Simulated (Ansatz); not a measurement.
Basis sets compared for `Fc1cc(-c2sc(-c3sc(S)cc3F)cc2F)sc1S`. The state is a singlet with charge 0. Geometry r2SCAN-D4/def2-SVP. Ansatz on 2 threads of AMD EPYC 7R13 on a shared host and a share (18 GiB) of an NVIDIA H100 80GB HBM3; times are rough, and most runs start from earlier orbitals.

```xyz
25

F    -1.7958   -0.8237   -5.8248
C    -1.6537   -1.0319   -4.5107
C    -0.8813   -0.1951   -3.6784
C    -0.8949   -0.6266   -2.3590
C    -0.2391   -0.0474   -1.2210
S    -0.3691   -0.7064    0.3890
C     0.6707    0.5298    1.0648
C     0.9901    0.5464    2.4636
S     2.0404    1.7538    3.1642
C     1.8169    1.1234    4.7759
S     2.6914    1.7687    6.1525
C     1.0052    0.0063    4.7734
C     0.5561   -0.3039    3.4713
F    -0.2617   -1.3291    3.2187
C     1.0945    1.4117    0.0790
C     0.5780    1.0768   -1.1841
F     0.8572    1.7911   -2.2779
S    -1.8687   -2.0760   -2.1867
C    -2.2609   -2.0984   -3.8763
S    -3.2879   -3.3329   -4.5741
H    -0.3437    0.6836   -4.0319
H     2.2078    3.0340    6.0869
H     0.7293   -0.5556    5.6663
H     1.7498    2.2668    0.2525
H    -3.1305   -2.8654   -5.8332
```

Single mean-field runs in def2-TZVP are fitted with def2-universal-jkfit.

Binding counts from free atoms (F doublet, C triplet, S triplet, H doublet) in the same basis, without a counterpoise term.

| level | functions | energy (Eh) | HOMO (eV) | LUMO (eV) | binding per atom (eV) | wall time |
| --- | --- | --- | --- | --- | --- | --- |
| PBE-D4/def2-SVP | 325 | -2747.9170 | -4.62 | -2.70 | 5.21 | 9.5 s |
| PBE0-D4/def2-SVP | 325 | -2748.0826 | -5.55 | -2.24 | 5.02 | 11 s |

(1) Estimate the rows for PBE-D4/def2-TZVP (with forces), PBE0-D4/def2-TZVP (with forces).

## Answers

(1) 
```csv
level,functions,energy (Eh),HOMO (eV),LUMO (eV),binding per atom (eV),wall time
PBE-D4/def2-TZVP (with forces),680,-2749.4671,-4.73,-2.85,5.14,7.5 s
PBE0-D4/def2-TZVP (with forces),680,-2749.6262,-5.57,-2.30,4.96,8.5 s
```
